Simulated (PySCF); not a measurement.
Species: C₄H₅ClSi.
Geometry (PBE0-D3(BJ)/def2-SVP, Å), atoms numbered from 1 in this order:
```
atom  x, y, z in Å
Cl1    1.286   -0.010   -0.109
C2    -0.433   -0.138   -0.256
C3    -1.111   -1.302   -0.265
Si4   -2.913   -0.834   -0.451
C5    -2.530    1.003   -0.498
C6    -1.195    1.128   -0.379
H7    -0.617   -2.270   -0.183
H8    -3.766   -1.236    0.707
H9    -3.541   -1.351   -1.705
H10   -3.190    1.867   -0.591
H11   -0.649    2.077   -0.367
```

Method used: TDDFT PBE0/def2-SVPD, vertical, gas phase, core orbitals frozen in the response (PySCF 2.14.0, density-fitted response routines).

Kohn–Sham orbitals with the atoms that hold most of them (Löwdin shares over 4%, at most four atoms; ? is withheld):

```
orbital  ε (eV)                            atoms
 LUMO+2    0.59  Si4 31%, Cl1 12%, C3 10%, H9 8%
 LUMO+1    0.32  Si4 26%, Cl1 24%, C2 10%, H9 9%
   LUMO   -1.88                                ?
   HOMO       ?   C3 29%, C5 19%, C2 18%, C6 12%
 HOMO-1   -8.67                                ?
 HOMO-2   -8.91   Cl1 64%, C3 12%, C2 7%, Si4 6%
 HOMO-3   -9.40   C5 32%, Si4 24%, C6 14%, H8 6%
```

**Question.** Give the leading atoms of the HOMO-1.

**Answer.** Cl1 (bonded to C) 29%; C6 (bonded to 2 C and H) 20%; C5 (bonded to C, Si and H) 15%; Si4 (bonded to 2 C and 2 H) 10%. By element: carbon 36% or more, chlorine 29%, silicon 10%.

**Question.** Give the leading atoms of the LUMO.

**Answer.** C5 (bonded to C, Si and H) 20%; C6 (bonded to 2 C and H) 18%; C2 (bonded to 2 C and Cl) 18%; C3 (bonded to C, Si and H) 17%.

**Question.** What is the HOMO energy, and the HOMO–LUMO gap?

**Answer.** ε(HOMO) = -7.06 eV; the gap is 5.18 eV (0.1903 hartree).

**Question.** How does S1 compare with the orbital gap of 5.18 eV?

**Answer.** S1 is at 4.35 eV (f = 0.040), 0.83 eV below the gap, made of HOMO→LUMO (98%). 

**Question.** One configuration dominates each of S1, S2, S3 and S5. Which, and how do the shares of the two leading atoms of either orbital change from the occupied to the empty one?

**Answer.** 
- S1 (4.35 eV, f 0.040), HOMO→LUMO (98%): C3 29% → 17%, C5 19% → 20%, C6 12% → 18%
- S2 (5.60 eV, f 0.0008), HOMO-2→LUMO (91%): Cl1 64% → at most 17%, C3 12% → 17%, C5 at most 7% → 20%, C6 at most 7% → 18%
- S3 (5.88 eV, f 0.128), HOMO-1→LUMO (87%): Cl1 29% → at most 17%, C6 20% → 18%, C5 15% → 20%
- S5 (6.09 eV, f 0.0028), HOMO→LUMO+1 (94%): C3 29% → at most 9%, C5 19% → at most 9%, Si4 at most 12% → 26%, Cl1 at most 12% → 24%

Löwdin shares depend on the basis, the more so with diffuse functions.
